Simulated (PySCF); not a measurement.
C₂H₆N₂OSi, SMILES N([SiH2]NC)=C=O. Atoms are numbered in the order given.

```xyz
12

C     -2.4340     0.8946    -0.1857
N     -1.7743    -0.1529     0.5758
Si    -0.4310    -1.0727     0.0274
N      1.0582    -0.1791    -0.0810
C      2.0437     0.4986    -0.1546
O      3.0114     1.1591    -0.2256
H     -3.5120     0.9382     0.0452
H     -2.0107     1.9032    -0.0142
H     -2.3440     0.6833    -1.2635
H     -1.9163    -0.0822     1.5792
H     -0.2088    -2.1710     1.0004
H     -0.7097    -1.5609    -1.3471
```
Charge 0, spin multiplicity 1.

Coordinates come from a B3LYP-D3(BJ)/def2-SVP optimisation. This is a generated structure with no PubChem entry under its InChIKey; it may be hypothetical. One conformer was computed; it need not be the lowest.

All values below come from PySCF with SMD-B3LYP/def2-SVP.

Solvation free energies are E(SMD) − E(gas) at the gas-phase geometry, for 1 M in both phases. In vacuum the dipole moment is 2.83 D.

Computed solvation free energies in water, tetrahydrofuran, methanol:
```csv
solvent,ΔG(solv) (kcal/mol),its non-electrostatic (CDS) part,dipole (D)
water,2.3,7.0,3.59
tetrahydrofuran,-2.7,0.1,3.25
methanol,-0.4,4.2,3.57
```
